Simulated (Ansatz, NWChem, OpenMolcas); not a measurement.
**A ladder of methods for CH4AlClO (SMILES C[O][AlH][Cl])**

CH4AlClO: 8 atoms, total charge 0, spin state singlet. As SMILES, `C[O][AlH][Cl]`. The shape is that of a PBE0-D4/def2-TZVP optimisation. This is one conformer, not always the lowest.

Quantity: the vertical ionisation energy (to the doublet cation), in eV. The values are calculated.

```
                                level                   kind     program  value (eV)  less CCSD(T)/6-31G*
   SVWN5/6-31G* (spherical functions)                    LDA  OpenMolcas       10.35                -0.34
  revPBE/6-31G* (spherical functions)                    GGA      Ansatz       10.13                -0.56
   M06-L/6-31G* (spherical functions)               meta-GGA  OpenMolcas       10.39                -0.30
 r2SCAN0/6-31G* (spherical functions)        hybrid meta-GGA      Ansatz       10.76                +0.07
   B3LYP/6-31G* (Cartesian functions)          global hybrid  OpenMolcas       10.58                -0.11
PBE-QIDH/6-31G* (spherical functions)          double hybrid      Ansatz       11.00                +0.31
 RPA@PBE/6-31G* (spherical functions)                    RPA      Ansatz       10.00                -0.69
     MP2/6-31G* (spherical functions)    perturbation theory      NWChem       11.13                +0.44
 CCSD(T)/6-31G* (spherical functions)  coupled cluster or CI      Ansatz       10.69                 0.00
```

CCSD(T)/6-31G* (spherical functions) is the highest level here, not the true value. The values span 10.00 to 11.13 eV.
